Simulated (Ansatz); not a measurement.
Cost and result for the atomization energy of CH7AlOSSi, SMILES `[AlH2][O]C[SiH2]S` (12 atoms, 11 bonds).

```xyz
12

Al   -1.563    1.833    0.323
O    -0.636    0.641   -0.443
C    -0.537   -0.754   -0.264
Si    1.222   -1.156    0.293
S     2.603   -0.450   -1.172
H    -2.594    1.379    1.436
H    -1.305    3.311   -0.156
H    -1.259   -1.129    0.476
H    -0.754   -1.263   -1.211
H     1.440   -0.500    1.612
H     1.453   -2.619    0.424
H     1.929    0.706   -1.316
```

Charge 0, multiplicity 1. The geometry is a stationary point of PBE0-D4/def2-TZVP. It is one conformer, not always the lowest. Program: Ansatz. All runs use 4 threads of an Arm Neoverse V2 on a shared host. Times are those of one run each, without the atoms' runs, and a repeat can differ threefold. Electronic energies, without spin–orbit coupling; frozen cores. CCSD(T)/CBS adds CCSD(T) − MP2 in def2-TZVPP to the MP2 limit, and its time is that of the two runs behind it. T1 = 0.013. HSE06 is the plane-wave form, built on full-range PBE exchange.

CCSD(T)/CBS is a level of theory with its own doubt, some kJ/mol a heavy atom from the limit and from the frozen cores, so smaller differences don't rank the functionals.

| level | functions | wall time | atomization (kcal/mol) | difference from CCSD(T)/CBS | per bond |
| --- | --- | --- | --- | --- | --- |
| revPBE-D4/def2-TZVPP | 286 | 2.2 s | 921.3 | -17.8 | -1.6 |
| PBE-D4/def2-TZVPP (with forces) | 286 | 2.6 s | 940.2 | 1.1 | 0.1 |
| BHLYP-D4/def2-TZVPP | 286 | 3.6 s | 913.6 | -25.5 | -2.3 |
| HSE06-D4/def2-TZVPP | 286 | 3.8 s | 929.0 | -10.1 | -0.9 |
| CAM-B3LYP-D4/def2-TZVPP | 286 | 4 s | 939.2 | 0.1 | 0.0 |
| CCSD(T)/def2-SVP | 117 | 4.3 s | 876.6 | -62.5 | -5.7 |
| r2SCANh-D4/def2-TZVPP | 286 | 6 s | 933.6 | -5.5 | -0.5 |
| PBE-QIDH/def2-TZVPP | 286 | 6 s | 925.4 | -13.7 | -1.2 |
| ωB97X-V/def2-TZVPP | 286 | 9 s | 943.4 | 4.3 | 0.4 |
| B97M-V/def2-TZVPP | 286 | 9.5 s | 946.7 | 7.6 | 0.7 |
| MP2/def2-QZVPP | 534 | 22 s | 937.5 | -1.6 | -0.1 |
| CCSD(T)/def2-TZVPP | 286 | 2.7 min | 912.6 | -26.5 | -2.4 |
| CCSD(T)/CBS(def2) | – | 3.1 min | 939.1 | 0.0 | 0.0 |

From r2SCAN to r2SCAN0 (25 % exact exchange), in def2-TZVPP and without D4, the atomization energy moves by −13.5 kcal/mol: exact exchange takes away binding that semilocal exchange gives to molecules. In def2-TZVPP, CCSD(T) changes the Hartree–Fock value by +226.9 kcal/mol (the triples alone add +12.5 kcal/mol) and MP2 by +236.0 kcal/mol; breaking electron pairs costs correlation energy, which Hartree–Fock lacks. Leaving LDA and LC-ωPBE aside and taking each functional with its dispersion term where it has one, the values spread over 33.1 kcal/mol, from BHLYP-D4 to B97M-V. LDA lies +124.3 kcal/mol from PBE without D4, its usual overbinding.
